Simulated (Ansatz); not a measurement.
`C[S][Zn][F]` + HBr → `[F][Zn][Br]` + CH₃SH at 600 K and 1 bar (ligand exchange at a Zn–S bond).

Isolated molecules relaxed with PBE0-D4/def2-TZVP in Ansatz; ΔE leaves out vibrations. CCSD(T)/CBS is the MP2 limit (def2-TZVPP, def2-QZVPP) plus CCSD(T) − MP2 in def2-TZVPP, frozen cores. This one scheme is used for every species. For Br, Zn outer-core shells are correlated without core-valence functions, which leaves a few kJ/mol of doubt a bond. Scalar relativity is left out up to krypton. One conformer a species, not always the lowest.

```
      species  CCSD(T)/CBS energy (Eh)  H − E (kJ/mol)  S (J/(mol·K))
`C[S][Zn][F]`              -2315.86770           155.5          404.0
          HBr              -2573.91920            33.5          219.1
`[F][Zn][Br]`              -4451.58211            38.8          323.2
        CH₃SH               -438.22835           152.3          296.8
```

H − E and S are ideal-gas, rigid-rotor, harmonic terms from PBE0-D4/def2-TZVP, for one conformer and one mirror image of each species. 1 Eh = 2625.50 kJ/mol, R = 8.31446 J/(mol·K).

Question: By hand: ΔE, ΔH, ΔS and ΔG.

Answer: ΔE = (-4451.58211) + (-438.22835) − (-2315.86770) − (-2573.91920) = -0.02356 Eh = -61.9 kJ/mol. Δ(H − E) = 38.8 + 152.3 − 155.5 − 33.5 = 2.1, so ΔH = -59.8 kJ/mol. ΔS = 323.2 + 296.8 − 404.0 − 219.1 = -3.1 J/(mol·K). ΔG = -59.8 − 600 × (-3.1)/1000 = -57.9 kJ/mol.

Question: By hand: the equilibrium constant, and the temperature at which ΔG would vanish if ΔH and ΔS stayed fixed.

Answer: log₁₀ K = −ΔG/(RT ln 10) = 5.0. ΔG = 0 at ΔH/ΔS = 19290 K, far beyond where these terms or the molecules hold.

The number of gas molecules stays the same, so ΔS is small and ΔH decides. A doubt of 5 kJ/mol in ΔE shifts log₁₀ K by 0.4 here. Other conformers and mirror images would add mixing entropy, several J/(mol·K) or more a flexible species. These are equilibria of isolated gas molecules and say nothing of rates. Largest T1 diagnostic: 0.015 (customary marks: 0.02 for closed shells, 0.045 for open ones).
